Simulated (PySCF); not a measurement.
**Correlation energy of Os³⁺ (osmium, charge +3)**

[Xe] 4f14 5d5, high-spin 6S determinant. Computed with PySCF 2.14 in aug-cc-pVDZ-PP with ECP60MDF (5s5p4d2f, 54 functions), with scalar relativity through the core potential. Frozen: 5s2 5p6; 5 electrons correlated.

| level | correlation energy (mhartree) |
| --- | --- |
| CCSD | -44.18 |
| (T) | -0.16 |
| CCSD(T) | -44.34 |

Diagnostics: T1 = 0.0022, D1 = 0.0031, largest double amplitude 0.018.

Cost of the coupled-cluster step: roughly 1.3 core-seconds, for 5 correlated electrons.
